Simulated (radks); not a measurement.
The numbers below are computed, except where a source is named.
Charge is removed step by step from the 5s1/2 level of the lutetium ion Lu3+, starting from [Xe] 4f14. Level of theory: Dirac Kohn-Sham, LDA (Slater exchange, Perdew-Wang correlation), spin-unpolarised, spherical densities, point nucleus (a radial shooting solver on a logarithmic mesh with Libxc functionals).

| removed (e) | E - E(0) (eV) | eigenvalue (eV) | E minus straight line (eV) |
|---|---|---|---|
| 0 | 0.000 | -87.861 | 0.000 |
| 0.1 | 8.869 | -89.518 | -0.758 |
| 0.2 | 17.904 | -91.185 | -1.349 |
| 0.3 | 27.106 | -92.859 | -1.773 |
| 0.4 | 36.476 | -94.542 | -2.030 |
| 0.5 | 46.015 | -96.232 | -2.118 |
| 0.6 | 55.723 | -97.930 | -2.036 |
| 0.7 | 65.601 | -99.636 | -1.784 |
| 0.8 | 75.650 | -101.35 | -1.361 |
| 0.9 | 85.871 | -103.07 | -0.767 |
| 1 | 96.265 | -104.80 | 0.000 |

Removing the whole electron costs 96.265 eV by Delta-SCF, against 87.861 eV from minus the eigenvalue at the starting occupation. Slater's transition state (half an electron removed) gives 96.232 eV. Integrating minus the eigenvalue over the occupation (Janak's theorem) gives 96.265 eV. The mean slope of the eigenvalue, de/dn, is 16.9 eV per electron.
